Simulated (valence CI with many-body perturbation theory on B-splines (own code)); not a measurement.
**E1 transitions of O³⁺**

Calculated by configuration interaction combined with many-body perturbation theory (CI+MBPT): three valence electrons over a frozen Dirac-Fock core [He], radial functions for each j: 11 s, 11 p, 10 d, 8 f, 5 g, 2 h, with the one-electron correlation potential Σ1 (screened to all orders), the two-electron term Σ2, the three-electron term Σ3, Breit, model QED; selected single and double excitations, second order for the rest, scaled by the run's own slope (own B-spline code, finite nucleus).

Set against measurement, 55 paired levels are off by 115 cm⁻¹ on average, the worst by 261. These come from a selection out of Moore, Selected Tables of Atomic Spectra, NSRDS-NBS 3, section 10. Levels without a partner in it may be off by more.

Lines 51 to 100 of 587 in falling wavelength, among levels below 586020 cm⁻¹, chosen from the strongest by gf and those to the six lowest levels. Wavelengths and rates use the calculated energies, so an error of 100 cm⁻¹ moves a line at 707.3 nm by 0.71 % and its rate by three times that or more. Electric multipoles are in the length gauge, E1 and E2 with the static RPA response of the core. Weak lines are less certain than strong ones. Lines between different terms over intervals too small for the method are left out, as are lines whose strength nearly cancels. Where a level lies close to another of its J and parity, the split of strength between their lines is uncertain. The highest levels of a list are the least certain.

Names give the largest LS component (configuration and term), which can be under half, so a name can repeat, a term be missing and a line seem to break the LS rules; names also repeat where a configuration has a term twice. Letters in brackets count levels of one name in rising energy.

| λ vac (nm) | λ from measured levels | Upper | Lower | A (s⁻¹) | S (a.u.) with core polarisation | S without |
| --- | --- | --- | --- | --- | --- | --- |
| 741.6 |  | 2s2p3d ²P°_1/2 [b] | 2s²6s ²S_1/2 | 1.10e+07 | 4.44e+00 | 4.44e+00 |
| 740.9 |  | 2s2p4p ⁴P_1/2 | 2s²6p ²P°_3/2 | 7.70e+06 | 3.09e+00 | 3.09e+00 |
| 740.6 |  | 2s2p3d ²P°_3/2 [b] | 2s²6s ²S_1/2 | 1.10e+07 | 8.84e+00 | 8.84e+00 |
| 739.4 |  | 2s²7s ²S_1/2 | 2s²6p ²P°_1/2 | 1.07e+07 | 4.26e+00 | 4.26e+00 |
| 736.6 |  | 2s2p4p ⁴P_1/2 | 2s²6p ²P°_1/2 | 3.95e+06 | 1.56e+00 | 1.56e+00 |
| 728.2 |  | 2s2p4p ⁴S_3/2 | 2s2p4s ⁴P°_3/2 | 1.30e+07 | 9.89e+00 | 9.89e+00 |
| 721.1 |  | 2s2p4p ⁴S_3/2 | 2s2p4s ⁴P°_1/2 | 8.14e+06 | 6.03e+00 | 6.03e+00 |
| 708.5 |  | 2s2p4p ²D_3/2 | 2s²6p ²P°_3/2 | 2.34e+06 | 1.65e+00 | 1.65e+00 |
| 707.3 | 706.3 | 2s2p3p ²P_1/2 [a] | 2s2p3s ²P°_3/2 [a] | 3.27e+06 | 1.14e+00 | 1.14e+00 |
| 704.9 | 705.6 | 2s²4p ²P°_1/2 | 2s²4s ²S_1/2 | 3.73e+07 | 1.29e+01 | 1.29e+01 |
| 704.6 |  | 2s2p4p ²D_3/2 | 2s²6p ²P°_1/2 | 1.25e+07 | 8.62e+00 | 8.62e+00 |
| 702.8 | 703.4 | 2s²4p ²P°_3/2 | 2s²4s ²S_1/2 | 3.77e+07 | 2.58e+01 | 2.58e+01 |
| 701.5 | 700.6 | 2s2p3p ²P_3/2 [a] | 2s2p3s ²P°_3/2 [a] | 8.50e+06 | 5.79e+00 | 5.79e+00 |
| 697.2 |  | 2s2p4p ²D_5/2 | 2s²6p ²P°_3/2 | 1.41e+07 | 1.42e+01 | 1.42e+01 |
| 694.3 | 693.4 | 2s2p3p ²P_1/2 [a] | 2s2p3s ²P°_1/2 [a] | 7.10e+06 | 2.34e+00 | 2.34e+00 |
| 688.7 | 687.8 | 2s2p3p ²P_3/2 [a] | 2s2p3s ²P°_1/2 [a] | 1.88e+06 | 1.21e+00 | 1.21e+00 |
| 677.1 |  | 2s2p4p ⁴P_3/2 | 2s2p4s ⁴P°_5/2 | 2.94e+07 | 1.80e+01 | 1.80e+01 |
| 672.1 |  | 2s2p4p ⁴P_5/2 | 2s2p4s ⁴P°_5/2 | 3.93e+07 | 3.53e+01 | 3.53e+01 |
| 671.9 |  | 2s²7s ²S_1/2 | 2s2p4s ⁴P°_3/2 | 1.21e+07 | 3.63e+00 | 3.63e+00 |
| 669.6 |  | 2s2p4p ⁴P_1/2 | 2s2p4s ⁴P°_3/2 | 3.43e+07 | 1.02e+01 | 1.02e+01 |
| 665.7 |  | 2s2p4p ⁴P_3/2 | 2s2p4s ⁴P°_3/2 | 5.79e+06 | 3.37e+00 | 3.37e+00 |
| 663.6 |  | 2s2p4p ⁴P_1/2 | 2s2p4s ⁴P°_1/2 | 6.57e+06 | 1.89e+00 | 1.89e+00 |
| 660.9 |  | 2s2p4p ⁴P_5/2 | 2s2p4s ⁴P°_3/2 | 1.57e+07 | 1.34e+01 | 1.34e+01 |
| 659.7 |  | 2s2p4p ⁴P_3/2 | 2s2p4s ⁴P°_1/2 | 1.98e+07 | 1.12e+01 | 1.12e+01 |
| 644.8 |  | 2s²6p ²P°_1/2 | 2s2p3p ²S_1/2 [b] | 1.29e+07 | 3.41e+00 | 3.41e+00 |
| 641.5 |  | 2s²6p ²P°_3/2 | 2s2p3p ²S_1/2 [b] | 1.37e+07 | 7.15e+00 | 7.15e+00 |
| 578.5 |  | 2s2p3d ²F°_5/2 [b] | 2s²5g ²G_7/2 | 8.45e+06 | 4.84e+00 | 4.84e+00 |
| 578.5 |  | 2s2p3d ²F°_7/2 [b] | 2s²5g ²G_9/2 | 8.22e+06 | 6.28e+00 | 6.28e+00 |
| 545.4 |  | 2s²6p ²P°_1/2 | 2s²5d ²D_3/2 | 6.23e+07 | 9.98e+00 | 9.98e+00 |
| 543.2 |  | 2s²6p ²P°_3/2 | 2s²5d ²D_5/2 | 5.76e+07 | 1.82e+01 | 1.82e+01 |
| 543.1 |  | 2s²6p ²P°_3/2 | 2s²5d ²D_3/2 | 6.40e+06 | 2.02e+00 | 2.02e+00 |
| 536.8 |  | 2s2p3d ²D°_5/2 [a] | 2s2p3p ²D_5/2 [a] | 5.82e+06 | 2.66e+00 | 2.66e+00 |
| 531.0 |  | 2s2p3d ²D°_3/2 [a] | 2s2p3p ²D_3/2 [a] | 5.99e+06 | 1.77e+00 | 1.77e+00 |
| 529.7 |  | 2s2p4s ²P°_1/2 | 2s2p3p ²S_1/2 [b] | 1.08e+07 | 1.58e+00 | 1.58e+00 |
| 523.6 |  | 2s2p4s ²P°_3/2 | 2s2p3p ²S_1/2 [b] | 9.96e+06 | 2.82e+00 | 2.82e+00 |
| 518.5 |  | 2s2p3d ²F°_5/2 [b] | 2s²5d ²D_5/2 | 7.71e+06 | 3.18e+00 | 3.18e+00 |
| 518.4 |  | 2s2p3d ²F°_7/2 [b] | 2s²5d ²D_5/2 | 1.16e+08 | 6.36e+01 | 6.36e+01 |
| 518.4 |  | 2s2p3d ²F°_5/2 [b] | 2s²5d ²D_3/2 | 1.08e+08 | 4.45e+01 | 4.45e+01 |
| 489.3 | 484.1 | 2s²5s ²S_1/2 | 2s2p3s ²P°_3/2 [b] | 1.08e+07 | 1.25e+00 | 1.25e+00 |
| 480.8 |  | 2s2p3d ⁴D°_5/2 | 2s2p3p ⁴P_5/2 | 7.98e+06 | 2.63e+00 | 2.62e+00 |
| 479.3 |  | 2s2p3d ⁴D°_7/2 | 2s2p3p ⁴P_5/2 | 2.84e+07 | 1.23e+01 | 1.23e+01 |
| 478.9 |  | 2s2p3d ⁴D°_3/2 | 2s2p3p ⁴P_3/2 | 1.50e+07 | 3.24e+00 | 3.24e+00 |
| 477.8 |  | 2s2p3d ⁴D°_5/2 | 2s2p3p ⁴P_3/2 | 2.05e+07 | 6.63e+00 | 6.63e+00 |
| 477.4 |  | 2s2p3d ⁴D°_1/2 | 2s2p3p ⁴P_1/2 | 2.43e+07 | 2.61e+00 | 2.61e+00 |
| 476.7 |  | 2s2p3d ⁴D°_3/2 | 2s2p3p ⁴P_1/2 | 1.25e+07 | 2.67e+00 | 2.67e+00 |
| 469.2 | 468.8 | 2s2p3d ²P°_3/2 [a] | 2s2p3p ²S_1/2 [a] | 2.44e+07 | 4.98e+00 | 4.98e+00 |
| 465.9 | 465.5 | 2s2p3d ²P°_1/2 [a] | 2s2p3p ²S_1/2 [a] | 2.51e+07 | 2.50e+00 | 2.50e+00 |
| 463.9 |  | 2s²6h ²H°_9/2 | 2s²5g ²G_9/2 | 9.37e+06 | 4.62e+00 | 4.62e+00 |
| 463.9 |  | 2s²6h ²H°_11/2 | 2s²5g ²G_9/2 | 4.22e+08 | 2.49e+02 | 2.49e+02 |
| 463.9 |  | 2s²6h ²H°_9/2 | 2s²5g ²G_7/2 | 4.12e+08 | 2.03e+02 | 2.03e+02 |
